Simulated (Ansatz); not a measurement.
Consider the redistribution: `O[Si](O)(F)Cl` + `SC[SiH2][SeH]` → `O[Si](F)(Cl)CS` + `O[SiH2][SeH]`.

Gas-phase electronic energies from Ansatz, PBE0-D4/def2-TZVP geometries. CBS: MP2 limit from def2 TZ/QZ plus the TZ coupled-cluster correction, frozen cores. This one scheme is used for every species. Functionals use def2-TZVPP. B3LYP here is the variant with VWN-RPA as its local correlation; programs differ in this. For Se outer-core shells are correlated without core-valence functions, which leaves a few kJ/mol of doubt a bond. Scalar relativity is left out up to krypton. Each species was taken in one conformer, which may not be the lowest.

`O[Si](O)(F)Cl`:

```xyz
7

O    -1.328    0.109   -0.265
Si    0.275   -0.081   -0.137
O     0.762    0.545    1.266
F     0.627   -1.623   -0.236
Cl    1.301    0.823   -1.629
H    -1.789   -0.293   -1.003
H     0.151    0.519    2.005
```

`SC[SiH2][SeH]`:

```xyz
10

S     0.295   -0.809   -1.850
C    -0.346   -0.849   -0.161
Si    0.494    0.452    0.904
Se    0.514    2.514   -0.059
H    -0.171   -2.010   -2.233
H    -0.130   -1.815    0.305
H    -1.428   -0.695   -0.147
H    -0.204    0.480    2.216
H     1.927    0.122    1.091
H    -0.953    2.610   -0.066
```

`O[Si](F)(Cl)CS`:

Z-matrix (Å, degrees):
```
Si
F 1 1.590
Cl 1 2.038 2 106.1
O 1 1.623 2 110.1 3 -119.9
C 1 1.847 2 109.1 3 121.5
H 4 0.958 1 119.6 2 77.7
S 5 1.813 1 112.7 2 176.7
H 5 1.093 1 108.8 2 -66.0
H 5 1.093 1 110.6 2 51.6
H 7 1.343 5 96.8 1 -50.2
```

`O[SiH2][SeH]`:

Z-matrix (Å, degrees):
```
Si
Se 1 2.282
O 1 1.641 2 113.4
H 1 1.477 2 107.8 3 116.2
H 1 1.484 2 106.6 3 -123.6
H 2 1.468 1 92.5 3 97.5
H 3 0.959 1 117.7 2 -46.2
```

Q: Is it downhill or uphill in electronic energy at CCSD(T)/CBS, and by how much? (Best estimate.)

A: Ansatz gave: Uphill: ΔE = +1.6 kcal/mol.

Q: What do these levels give: B3LYP-D4, ωB97X-V, B2PLYP, r2SCAN, PBE0, HF/def2-TZVPP, MP2/def2-TZVPP, SCS-MP2/def2-TZVPP, CCSD/def2-TZVPP, MP2/def2-QZVPP, HF/CBS(def2), MP2/CBS(def2)? (Estimate.)

A: Computed: B3LYP-D4 0.6, ωB97X-V 0.8, B2PLYP 1.0, r2SCAN 1.0, PBE0 1.1, HF/def2-TZVPP 2.1, MP2/def2-TZVPP 1.7, SCS-MP2/def2-TZVPP 1.5, CCSD/def2-TZVPP 1.8, MP2/def2-QZVPP 1.7, HF/CBS(def2) 2.3, MP2/CBS(def2) 1.6 kcal/mol.

Largest T1 diagnostic among the species: 0.011.

From PBE to PBE0 (25 % exact exchange), in def2-TZVPP and without D4, ΔE moves by +0.8 kcal/mol.
